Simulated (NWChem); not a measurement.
All runs are NWChem calculations. System: GeTe, charge 0, spin multiplicity 1, displaced from the optimised geometry.

Input file:

```
start mol
memory heap 100 mb stack 700 mb global 1900 mb
geometry units angstroms nocenter noautoz noautosym
  Ge     0.000000     0.000000     1.275586
  Te     0.000000     0.000000    -0.901474
end
basis spherical
  * library def2-svp
end
ecp
  Te library def2-ecp
end
scf
  rhf
  nopen 0
  maxiter 100
  thresh 1e-7
  semidirect memsize 60000000 filesize 0
end
tce
  freeze core 13
  cr-ccsd(t)
  2eorb
  2emet 13
  thresh 1e-6
  maxiter 100
  tilesize 24
end
task tce energy
```

The output up to the point where the run's verdict is printed (cleaned and shortened):

```
             Northwest Computational Chemistry Package (NWChem) 7.3.0
             --------------------------------------------------------

                                NWChem Input Module
                                -------------------

 Scaling coordinates for geometry "geometry" by  1.889725989
 (inverse scale =  0.529177249)

                             Geometry "geometry" -> ""
                             -------------------------

 Output coordinates in angstroms (scale by  1.889725989 to convert to a.u.)

  No.       Tag          Charge          X              Y              Z
 ---- ---------------- ---------- -------------- -------------- --------------
    1 Ge                  32.0000     0.00000000     0.00000000     1.27558600
    2 Te                  52.0000     0.00000000     0.00000000    -0.90147400

 Effective nuclear repulsion energy (a.u.)     404.4679257051

            Nuclear Dipole moment (a.u.)
            ----------------------------
        X                 Y               Z
 ---------------- ---------------- ----------------
     0.0000000000     0.0000000000   -11.4477635073


 Summary of "ao basis" -> "" (spherical)
 ------------------------------------------------------------------------------
       Tag                 Description            Shells   Functions and Types
 ---------------- ------------------------------  ------  ---------------------
 *                          def2-svp                  on all atoms

 Summary of "ao basis" -> "ao basis" (spherical)
 ------------------------------------------------------------------------------
       Tag                 Description            Shells   Functions and Types
 ---------------- ------------------------------  ------  ---------------------
 Ge                         def2-svp                12       32   5s4p3d
 Te                         def2-svp                10       26   4s4p2d

                                 NWChem SCF Module
                                 -----------------

  ao basis        = "ao basis"
  functions       =    58
  atoms           =     2
[...]
     2   1 0 1     -0.000000      0.000000      0.000000
     2   0 2 0    -32.647214      0.000000      0.000000
     2   0 1 1      0.000000      0.000000      0.000000
     2   0 0 2    -33.223159      0.000000    255.586635

                   NWChem Extensible Many-Electron Theory Module
                   ---------------------------------------------


            General Information
            -------------------
      Number of processors :     1
         Wavefunction type : Restricted Hartree-Fock
          No. of electrons :    56
           Alpha electrons :    28
            Beta electrons :    28
           No. of orbitals :   116
            Alpha orbitals :    58
             Beta orbitals :    58
        Alpha frozen cores :    13
         Beta frozen cores :    13
     Alpha frozen virtuals :     0
      Beta frozen virtuals :     0
         Spin multiplicity : singlet
    Number of AO functions :    58
       Number of AO shells :    22
        Use of symmetry is : off
      Symmetry adaption is : off
         Schwarz screening : 0.10D-09

          Correlation Information
          -----------------------
          Calculation type : Coupled-cluster singles & doubles w/ perturbation
   Perturbative correction : Completely renormalized (T)
            Max iterations :      100
        Residual threshold : 0.10D-05
     T(0) DIIS level shift : 0.00D+00
     L(0) DIIS level shift : 0.00D+00
     T(1) DIIS level shift : 0.00D+00
     L(1) DIIS level shift : 0.00D+00
     T(R) DIIS level shift : 0.00D+00
     T(I) DIIS level shift : 0.00D+00
   CC-T/L Amplitude update :  5-th order DIIS
                I/O scheme : Global Array Library
        L-threshold :  0.10D-05
        EOM-threshold :  0.10D-05
 no EOMCCSD initial starts read in
 TCE RESTART OPTIONS
 SLICE:      F
 D4D5:       F
 quantumc:   F
 qrotation:  F
 pwtce:      F
 qducc:      F
 nacto:                         0
 nrotv:                         0
 nrot:                          0

            Memory Information
            ------------------
          Available GA space size is     249033436 doubles
          Available MA space size is     104846780 doubles

 Maximum block size supplied by input
 Maximum block size        24 doubles

 tile_dim =     15

 -------------------------------------------------

 Global array virtual files algorithm will be used

 Parallel file system coherency ......... OK

 4-electron integrals stored in orbital form

 v2    file size   =          1063125
 4-index algorithm nr.  13 is used
 imaxsize =       30
 imaxsize ichop =        0


CCSD iterations
 ---------------------------------------------------------
 Iter          Residuum       Correlation     Cpu    Wall
 ---------------------------------------------------------
    1   0.1346324579563  -0.3186488499213     0.2     0.2
    2   0.0310686878085  -0.3147759778360     0.2     0.2
    3   0.0110995810452  -0.3215306310696     0.2     0.2
    4   0.0051711937800  -0.3221299457634     0.2     0.2
    5   0.0024924676224  -0.3228573133368     0.2     0.2
    6   0.0008317261678  -0.3232120401996     0.2     0.2
    7   0.0004721150811  -0.3232145723701     0.2     0.2
    8   0.0002273579653  -0.3232334001707     0.2     0.2
    9   0.0001521398623  -0.3232314313429     0.2     0.2
   10   0.0000827385444  -0.3232386991113     0.2     0.2
   11   0.0000113544200  -0.3232441329393     0.2     0.2
   12   0.0000044422338  -0.3232447049396     0.2     0.2
   13   0.0000019594321  -0.3232451427639     0.2     0.2
   14   0.0000011156011  -0.3232452134535     0.2     0.2
   15   0.0000005792733  -0.3232452798847     0.2     0.2
 -----------------------------------------------------------------
 Iterations converged
 CCSD correlation energy / hartree =        -0.323245279884676
 CCSD total energy / hartree       =     -2342.443266688110725

 Singles contributions

 Doubles contributions
 CR-CCSD(T)
```

The run crashed. NWChem stopped with the message: ccsd_t 3.
